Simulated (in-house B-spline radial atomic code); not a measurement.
Configurations of the arsenic ion As⁴⁺, with energies counted from [Ar] 3d10 4s1. Level of theory: Dirac-Hartree-Fock, average of configuration, Fermi nucleus of rms radius 4.0968 fm; calculated with a B-spline radial code for spherical atoms. Energies include first-order Breit, QED and recoil terms.

Occupations are held fixed; configurations that lie above the ionisation limit could autoionise.

```json
{"configuration": "[Ar] 3d10 6s1", "E - E(ref) (eV)": "44.025", "highest orbital": "6s1/2", "its <r> (bohr)": "5.818"}
{"configuration": "[Ar] 3d10 7s1", "E - E(ref) (eV)": "49.982", "highest orbital": "7s1/2", "its <r> (bohr)": "8.762"}
{"configuration": "[Ar] (3d3/2)4 (3d5/2)5 4s1 (7p1/2)1", "E - E(ref) (eV)": "91.058", "highest orbital": "7p1/2", "its <r> (bohr)": "9.344"}
{"configuration": "[Ne] 3s2 (3p1/2)1 (3p3/2)4 3d10 4s1 (5d3/2)1", "E - E(ref) (eV)": "190.85", "highest orbital": "5d3/2", "its <r> (bohr)": "4.706"}
{"configuration": "[Ne] 3s2 (3p1/2)2 (3p3/2)3 3d10 4s1 (7d3/2)1", "E - E(ref) (eV)": "196.38", "highest orbital": "7d3/2", "its <r> (bohr)": "10.96"}
```

Task: Order these further configurations by energy, lowest first.
A. [Ne] 3s2 (3p1/2)2 (3p3/2)3 3d10 4s1 (4p1/2)1
B. [Ne] 3s2 (3p1/2)1 (3p3/2)4 3d10 4s1 (6g9/2)1
C. [Ne] 3s2 (3p1/2)1 (3p3/2)4 3d10 4s1 (6f7/2)1
D. [Ar] (3d3/2)3 (3d5/2)6 4s1 (8g7/2)1
E. [Ar] 3d10 (7p3/2)1

Result: E (51.125 eV), D (97.176 eV), A (151.9 eV), C (200.65 eV), B (200.84 eV).
